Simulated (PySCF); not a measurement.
Computed with PBE-D3(BJ)/def2-TZVP // B3LYP-D3(BJ)/def2-SVP in PySCF. Gas-phase values, no solvent. Excitations are Tamm–Dancoff values on a coarser integration grid. The basis has no diffuse functions, so Rydberg states are missing or too high.

Reference species (SMILES): `CC1=C[Si@@H](C)C(C)=C1C` (neutral, multiplicity 1).

| Item | Value |
|---|---|
| HOMO–LUMO gap | 3.19 eV |
| HOMO | -5.06 eV |
| S1 excitation (TDA) | 4.17 eV |

Changed species: `C[Si]1(C)C=C(C)C(C)=C1`.

Q: What does the change do to the HOMO–LUMO gap, HOMO and S1 excitation (TDA)?

A: the HOMO–LUMO gap rises by 0.09 eV, to 3.28 eV; the HOMO falls by 0.14 eV, to -5.20 eV; the S1 excitation (TDA) rises by 0.17 eV, to 4.34 eV.
